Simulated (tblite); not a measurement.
C6H14BNSi.
Atom-mapped SMILES: `[CH2:1]=[CH:2][B@@-:3]([CH3:4])([CH2:5][SiH3:6])[N+:7]#[C:8][CH3:9]` (hydrogens: H10, H11 on C1; H12 on C2; H13, H14, H15 on C4; H16, H17 on C5; H18, H19, H20 on Si6; H21, H22, H23 on C9)
Bond orders are those of one Lewis drawing.

Computed with GFN2-xTB (tblite), gas phase: L-BFGS steps from a force-field or distance-geometry start until the largest atomic force falls under 0.01 eV/Å.

Step 96: E = -701.6656 eV
```
atom  x, y, z in Å  |  force x, y, z in eV/Å
C1     -1.9445   -2.3656   -0.6320   -0.020  -0.006   0.001
C2     -0.9047   -1.6019   -0.9204   -0.019  -0.022   0.017
B3     -0.0381   -0.7135    0.1164   -0.061   0.041   0.004
C4     -0.4187   -0.9225    1.6916    0.017  -0.019  -0.005
C5      1.5691   -0.8785   -0.1999    0.011   0.007   0.021
Si6     2.6957    0.5770    0.2191    0.037  -0.008   0.084
N7     -0.4341    0.6808   -0.1847    0.014  -0.029  -0.005
C8     -0.8070    1.7518   -0.3716   -0.016  -0.041  -0.047
C9     -1.2862    3.0707   -0.6361    0.000  -0.005   0.008
H10    -2.3484   -2.4314    0.3660    0.040  -0.006  -0.010
H11    -2.4467   -2.9751   -1.3715   -0.005   0.017  -0.001
H12    -0.5657   -1.5919   -1.9539   -0.023   0.009   0.006
H13     0.1681   -0.2720    2.3367    0.012   0.016  -0.013
H14    -1.4707   -0.7276    1.8963    0.034   0.015  -0.018
H15    -0.2145   -1.9458    1.9923    0.003  -0.030   0.004
H16     1.7077   -1.1064   -1.2611    0.005  -0.005   0.036
H17     1.9170   -1.7617    0.3392    0.014   0.015  -0.020
H18     4.1116    0.2291    0.0318   -0.027   0.010  -0.009
H19     2.5386    1.0626    1.5989   -0.022  -0.033  -0.034
H20     2.3946    1.7222   -0.6610    0.010   0.017  -0.017
H21    -2.2371    3.0136   -1.1651   -0.019   0.016  -0.015
H22    -1.4277    3.6066    0.3014   -0.003   0.020   0.029
H23    -0.5628    3.6064   -1.2492    0.018   0.022  -0.018
```

Step 97: E = -701.6667 eV
```
atom  x, y, z in Å  |  force x, y, z in eV/Å
C1     -1.9385   -2.3737   -0.6270   -0.015  -0.008   0.005
C2     -0.9088   -1.5982   -0.9196   -0.017  -0.024   0.005
B3     -0.0407   -0.7106    0.1158   -0.042   0.042  -0.007
C4     -0.4194   -0.9150    1.6916    0.041  -0.005  -0.015
C5      1.5647   -0.8779   -0.2065    0.039   0.009   0.022
Si6     2.6954    0.5685    0.2334    0.042   0.010   0.034
N7     -0.4306    0.6855   -0.1876   -0.002  -0.039   0.001
C8     -0.8043    1.7561   -0.3746   -0.020  -0.044  -0.046
C9     -1.2876    3.0725   -0.6441    0.002  -0.005   0.006
H10    -2.3307   -2.4487    0.3747    0.029  -0.006  -0.002
H11    -2.4427   -2.9848   -1.3638    0.001   0.021  -0.006
H12    -0.5764   -1.5788   -1.9554   -0.033   0.008   0.008
H13     0.1688   -0.2619    2.3324    0.013   0.024  -0.003
H14    -1.4703   -0.7179    1.8960    0.012   0.012  -0.010
H15    -0.2139   -1.9360    1.9973    0.000  -0.047   0.002
H16     1.7022   -1.0906   -1.2711   -0.005   0.004   0.037
H17     1.9161   -1.7687    0.3170   -0.006   0.003  -0.005
H18     4.1080    0.2244    0.0132   -0.030   0.012   0.004
H19     2.5558    1.0208    1.6253   -0.018  -0.027  -0.030
H20     2.3844    1.7330   -0.6211    0.015  -0.003   0.009
H21    -2.2365    3.0082   -1.1756   -0.023   0.020  -0.020
H22    -1.4351    3.6122    0.2902    0.001   0.016   0.033
H23    -0.5647    3.6088   -1.2573    0.018   0.025  -0.020
```

Step 98: E = -701.6674 eV
```
atom  x, y, z in Å  |  force x, y, z in eV/Å
C1     -1.9365   -2.3778   -0.6251   -0.025  -0.024   0.013
C2     -0.9115   -1.5972   -0.9184    0.007  -0.006  -0.006
B3     -0.0430   -0.7097    0.1160   -0.002   0.024  -0.017
C4     -0.4191   -0.9118    1.6920    0.049   0.013  -0.017
C5      1.5624   -0.8755   -0.2087    0.044   0.008   0.019
Si6     2.6942    0.5662    0.2419    0.046  -0.017  -0.019
N7     -0.4288    0.6861   -0.1894   -0.023  -0.030   0.004
C8     -0.8039    1.7561   -0.3777   -0.020  -0.033  -0.038
C9     -1.2876    3.0723   -0.6476    0.002  -0.001  -0.003
H10    -2.3203   -2.4598    0.3788    0.011  -0.007   0.011
H11    -2.4423   -2.9873   -1.3620    0.001   0.017  -0.007
H12    -0.5831   -1.5721   -1.9549   -0.033   0.012  -0.006
H13     0.1718   -0.2587    2.3304    0.015   0.023   0.000
H14    -1.4685   -0.7087    1.8953   -0.007   0.003   0.003
H15    -0.2166   -1.9324    2.0004   -0.005  -0.052   0.000
H16     1.7004   -1.0805   -1.2743   -0.014   0.010   0.018
H17     1.9186   -1.7690    0.3055   -0.019  -0.021   0.018
H18     4.1031    0.2227    0.0036   -0.009   0.008   0.018
H19     2.5601    1.0011    1.6367   -0.016  -0.008   0.013
H20     2.3840    1.7353   -0.6036    0.001   0.028   0.002
H21    -2.2361    3.0058   -1.1804   -0.018   0.025  -0.019
H22    -1.4377    3.6134    0.2857    0.007   0.004   0.024
H23    -0.5643    3.6085   -1.2609    0.009   0.022  -0.012
```

Step 99: E = -701.6676 eV
```
atom  x, y, z in Å  |  force x, y, z in eV/Å
C1     -1.9286   -2.3919   -0.6180    0.023   0.011   0.009
C2     -0.9171   -1.5944   -0.9160   -0.020  -0.031  -0.004
B3     -0.0477   -0.7045    0.1158    0.048  -0.019  -0.016
C4     -0.4203   -0.9013    1.6932    0.040   0.014  -0.007
C5      1.5575   -0.8692   -0.2173    0.053  -0.006   0.012
Si6     2.6991    0.5575    0.2607    0.038   0.028  -0.031
N7     -0.4299    0.6888   -0.1932   -0.045  -0.002   0.002
C8     -0.8048    1.7583   -0.3837   -0.030   0.002  -0.037
C9     -1.2899    3.0734   -0.6594   -0.005   0.006  -0.011
H10    -2.2982   -2.4881    0.3899    0.006  -0.005   0.009
H11    -2.4344   -3.0009   -1.3547   -0.003   0.011  -0.010
H12    -0.5994   -1.5559   -1.9559   -0.044   0.010   0.007
H13     0.1729   -0.2478    2.3292    0.020   0.017  -0.007
H14    -1.4685   -0.6905    1.8953   -0.010  -0.007   0.006
H15    -0.2236   -1.9218    2.0070   -0.004  -0.036  -0.012
H16     1.6894   -1.0513   -1.2893   -0.015   0.021   0.058
H17     1.9147   -1.7761    0.2745   -0.041   0.004   0.008
H18     4.1001    0.2084   -0.0248   -0.038   0.033   0.039
H19     2.5952    0.9481    1.6755   -0.006  -0.028  -0.073
H20     2.3765    1.7567   -0.5476    0.023  -0.046   0.064
H21    -2.2363    3.0011   -1.1968    0.005   0.033  -0.006
H22    -1.4466    3.6195    0.2712    0.017  -0.021  -0.005
H23    -0.5647    3.6089   -1.2726   -0.011   0.011   0.005
```

**Question.** Estimate the geometry and energy of step 100. (The exact step hangs on the optimiser's Hessian estimate; all steps are aligned on step 99, rigid shifts and turns removed.)

**Answer.** E = -701.6684 eV, largest force 0.060 eV/Å
```
atom  x, y, z in Å  |  force x, y, z in eV/Å
C1     -1.9329   -2.3869   -0.6221    0.006  -0.004   0.003
C2     -0.9149   -1.5975   -0.9166    0.008  -0.003  -0.008
B3     -0.0464   -0.7073    0.1163    0.043  -0.021  -0.011
C4     -0.4193   -0.9067    1.6936    0.025   0.006  -0.006
C5      1.5602   -0.8697   -0.2123    0.021   0.006   0.015
Si6     2.6987    0.5624    0.2523   -0.002   0.027  -0.054
N7     -0.4315    0.6853   -0.1922   -0.041   0.003   0.001
C8     -0.8067    1.7546   -0.3834   -0.025   0.005  -0.030
C9     -1.2888    3.0719   -0.6542   -0.001   0.006  -0.013
H10    -2.3071   -2.4772    0.3838   -0.008  -0.014   0.034
H11    -2.4395   -2.9939   -1.3598   -0.004   0.009  -0.009
H12    -0.5936   -1.5629   -1.9551   -0.032   0.011  -0.006
H13     0.1744   -0.2548    2.3308    0.023   0.010  -0.006
H14    -1.4673   -0.6950    1.8966   -0.006  -0.006   0.003
H15    -0.2251   -1.9289    2.0051    0.000  -0.018  -0.014
H16     1.6938   -1.0618   -1.2809   -0.010   0.012   0.014
H17     1.9175   -1.7702    0.2886   -0.026  -0.026   0.025
H18     4.0999    0.2131   -0.0114    0.022   0.011   0.021
H19     2.5806    0.9751    1.6552   -0.012  -0.010   0.007
H20     2.3843    1.7492   -0.5734    0.012  -0.019   0.038
H21    -2.2366    3.0054   -1.1898    0.005   0.030  -0.006
H22    -1.4413    3.6152    0.2788    0.016  -0.021  -0.005
H23    -0.5632    3.6076   -1.2669   -0.013   0.007   0.007
```

The energy changes by -0.0007 eV. The first-order estimate −F·Δx gives -0.0014 eV and the mean of the old and new forces, exact on a quadratic surface, -0.0008 eV. The step makes an angle of 84° with the force vector and moves no atom by more than 0.037 Å.

What follows is the cost of the whole relaxation. Time: 2.8 s of wall time. Hardware: one thread, Arm Neoverse N1 (aarch64), no GPU, shared host.
